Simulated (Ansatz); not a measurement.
Computed with Ansatz on PBE0-D4/def2-TZVP structures; ΔE is electronic, products minus reactants. CCSD(T)/CBS adds triple-zeta CCSD(T) − MP2 to the extrapolated MP2 energy (def2 sets, frozen cores). Functionals use def2-TZVPP. B3LYP here is the variant with VWN-RPA as its local correlation; programs differ in this. def2 core potentials past Kr. For Ga, Te outer-core shells are correlated without core-valence functions, which leaves a few kJ/mol of doubt a bond. Scalar relativity is left out up to krypton. Each species was taken in one conformer, which may not be the lowest.

Consider the redistribution: `O[SiH2][GaH][SiH3]` + dimethyl telluride → `[CH3][GaH][SiH3]` + `C[Te][SiH2]O`.

Problem. Is it downhill or uphill in electronic energy at CCSD(T)/CBS, and by how much? (Estimate.)

Solution. The calculation gave: Downhill: ΔE = -0.79 eV.

Problem. What do these levels give: ωB97X-V, ωB97M-V, B3LYP, HF/def2-TZVPP, CCSD/def2-TZVPP, HF/CBS(def2)? (Best estimate.)

Solution. Ansatz gave: ωB97X-V -0.77, ωB97M-V -0.80, B3LYP -0.72, HF/def2-TZVPP -0.81, CCSD/def2-TZVPP -0.77, HF/CBS(def2) -0.80 eV.

Largest T1 diagnostic among the species: 0.013.

From PBE to PBE0 (25 % exact exchange), in def2-TZVPP and without D4, ΔE moves by −0.05 eV.
